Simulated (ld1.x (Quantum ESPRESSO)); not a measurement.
**Sc: variants of one PAW potential**

Base potential:

* Element: Sc (Z = 21)
* Generator: ld1.x (Quantum ESPRESSO) 7.5
* Type: PAW
* Functional: PBEsol
* Relativity: scalar-relativistic
* Frozen core: [Ar]
* Valence charge: 3
* Reference configuration: 3d1 4s2 4p0
* Partial waves: 4s (bound): rcut 2.50, rcutus 3.40 bohr; 4s channel at 1.35 Ry: rcut 2.50, rcutus 3.40 bohr; 4p (bound, empty): rcut 3.35, rcutus 3.95 bohr; 4p channel at 4.05 Ry: rcut 3.35, rcutus 3.95 bohr; 3d (bound): rcut 2.00, rcutus 2.50 bohr; 3d channel at 1.35 Ry: rcut 2.00, rcutus 2.50 bohr
* Local potential: all-electron potential smoothed inside 2.70 bohr (lloc = -1)
* Core correction: a·sin(br)/r model core, default radius (core density twice the valence density)
* Augmentation charge: GAUSS, radius 2.15 bohr

Cutoffs, loose and tight: the cutoffs (Ry, on a coarse ladder) from which the occupation-weighted sum of valence levels, in a spherical-Bessel basis at the reference potential, stays within 10 and 1 mRy of its value at 400 Ry. They do not see the model core or the augmentation charge, which bear on the density cutoff. Test errors are all-electron minus pseudo excitation energies from the reference, over the configurations 3d1 4s1 4p0; 3d1 4s0 4p0; 3d1 4s1.5 4p0; 3d0 4s2 4p1; 3d1 4s1 4p1; 3d2 4s1 4p0; 3d1 4s0 4p2. A dash means not determined; rows that change the core or the reference have their own tests. The largest error is taken over the tests solved by every variant that gives reliable tests at all: 3d1 4s0 4p0; 3d1 4s1 4p0; 3d1 4s1.5 4p0.

A true bound ghost makes a file unfit for plane-wave use even where its test errors are small: the radial tests pick states by their node count and pass the ghost by.

Cutoffs are not given where the Bessel-basis levels miss the radial ones by over 6 mRy, ghosts where they miss by over 20 mRy; a channel whose overlap is not positive is not tested.

| change | outcome | cutoff, loose | cutoff, tight | bound ghosts | largest test error (meV) |
| --- | --- | --- | --- | --- | --- |
| base | generated | 15 Ry | 18 Ry | none | -31 |
| waves 4p (bound): rcut 2.38, rcutus 2.52 bohr; 4p channel at 4.05 Ry: rcut 2.38, rcutus 2.52 bohr | generated | 15 Ry | 18 Ry | p | -31 |
| waves 4p (bound): rcut 3.02, rcutus 3.20 bohr; 4p channel at 4.05 Ry: rcut 3.02, rcutus 3.20 bohr | generated | 15 Ry | 18 Ry | none | -31 |
| waves 4p (bound): rcut 3.35, rcutus 4.04 bohr; 4p channel at 4.05 Ry: rcut 3.35, rcutus 4.04 bohr | generated | 15 Ry | 18 Ry | none | -31 |
| waves 4p (bound): rcut 3.35, rcutus 4.58 bohr; 4p channel at 4.05 Ry: rcut 3.35, rcutus 4.58 bohr | generated | 15 Ry | 18 Ry | none | -31 |
| waves 4p (bound): rcut 3.35, rcutus 5.00 bohr; 4p channel at 4.05 Ry: rcut 3.35, rcutus 5.00 bohr | generated | 15 Ry | 18 Ry | p | -31 |

Problem. What comes out with this change to the base: waves 4p (bound): rcut 3.35, rcutus 5.66 bohr; 4p channel at 4.05 Ry: rcut 3.35, rcutus 5.66 bohr?

Solution. outcome: generated, overlap not positive; bound ghosts: not determined (overlap not positive); largest test error (meV): -31. A file whose overlap is not positive is unfit for use, and its test errors describe a broken file.

Reading the sweep of the p radius (base included, trends over the rows without a ghost): The loose cutoff stays near 15 Ry. Bound ghosts are found at 2.52, 5 bohr.
